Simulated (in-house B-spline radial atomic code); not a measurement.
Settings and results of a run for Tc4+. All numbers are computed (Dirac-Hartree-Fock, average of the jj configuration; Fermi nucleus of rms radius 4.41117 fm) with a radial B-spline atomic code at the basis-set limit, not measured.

In the input, a minus or plus after the letter marks the j = l - 1/2 or j = l + 1/2 subshell.

Command:
```bash
python run_scf.py task.json out
```
Settings (nuclear radius in fm, mass in u):
```
Z                43
configuration    1s2 2s2 2p6 3s2 3p6 3d10 4s2 4p6 4d-3
hamiltonian      dirac
method           hf
spin_polarised   False
nucleus          fermi
rms_radius       4.41117
atomic_mass      96.90636
speed_of_light   137.035999084
```

Output (hartree, bohr):
```
 radial grid: 68 intervals, B-splines of order 8, outer radius 22.1277 bohr

 iter        energy (Eh)    residual
    1       -4274.009227    5.41e-01
    2       -4279.984879    2.06e-01
    3       -4280.843060    5.42e-02
    4       -4280.921214    1.99e-02
    5       -4280.929837    7.66e-03
    6       -4280.930894    8.80e-04
    7       -4280.930905    9.72e-05
    8       -4280.930905    1.56e-05
    9       -4280.930905    1.06e-06
   10       -4280.930905    5.43e-08

 total energy                     -4280.93091
 kinetic                            4447.9424
 electron-nucleus                 -10280.9751
 electron-electron                  1552.1018

 first-order corrections (not in the total)
   Gaunt                             2.9238
   retardation                      -0.2910
   frequency dependence             -0.0192
   self-energy                       1.9646
   Uehling                          -0.2285
   Wichmann-Kroll                    0.0036
   recoil                            0.0170

 orbital      occ     eigenvalue          <r>       <r^2>       <1/r>       r_max    small
 1s1/2      2.000      -779.9182     0.034272  0.00158562     44.7104     0.02228  2.46e-02
 2s1/2      2.000      -115.6247     0.148946   0.0262209      10.228      0.1261  5.10e-03
 2p1/2      2.000      -106.4073     0.127193    0.019865      10.168     0.09825  5.07e-03
 2p3/2      4.000      -102.0152     0.131798   0.0212024     9.66407      0.1021  4.90e-03
 3s1/2      2.000       -22.8190     0.412457    0.194784     3.52795      0.3712  1.38e-03
 3p1/2      2.000       -19.2252     0.407032    0.192722     3.42081       0.359  1.32e-03
 3p3/2      4.000       -18.4584     0.417057    0.202084     3.30162      0.3682  1.28e-03
 3d3/2      4.000       -12.1549     0.395385     0.18724      3.1063      0.3103  1.16e-03
 3d5/2      6.000       -11.9716     0.399366    0.190807     3.07032      0.3135  1.14e-03
 4s1/2      2.000        -4.9840      1.04978      1.2426     1.29029      0.9462  3.11e-04
 4p1/2      2.000        -3.8927      1.13288     1.45859     1.17982       1.002  2.68e-04
 4p3/2      4.000        -3.6299       1.1532      1.5105     1.15317       1.021  2.61e-04
 4d3/2      3.000        -2.0747       1.4342     2.38506    0.906917       1.204  1.73e-04
```


For the Dirac Hamiltonian the kinetic term is c α·p + (β - 1)c².
